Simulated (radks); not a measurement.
Task: Coherent X-ray form factor from a spherical all-electron density. Calculated with a radial shooting solver on a logarithmic mesh with Libxc functionals: Dirac Kohn-Sham, Slater X-alpha with alpha = 0.667, spin-unpolarised, spherical densities, finite nucleus; Fermi nuclear charge, rms radius of each element as measured or else 0.836 A^(1/3) + 0.57 fm.

sin(theta)/lambda (1/angstrom)  f0 (electrons)
0.05                                    46.868
0.1                                     46.477
0.15                                    45.838
0.2                                     44.967
0.25                                    43.889
0.3                                     42.630
0.4                                     39.700
0.5                                     36.440
0.6                                     33.106
0.8                                     26.999
1                                       22.311
1.25                                    18.459
1.5                                     16.031
2                                       12.522

The species is in the configuration that NIST lists as its ground one. Which atom or ion scatters so?

Result: The holmium ion Ho20+, [Kr] 4d10 4f1. Extrapolating in s^2 from the first two rows gives f0(0) = 47.0, near the electron count 47; among species with that count, the fall with angle is slower the higher Z, and the table is that of Z = 67; from so few rows the species is fixed only to a neighbour or two.
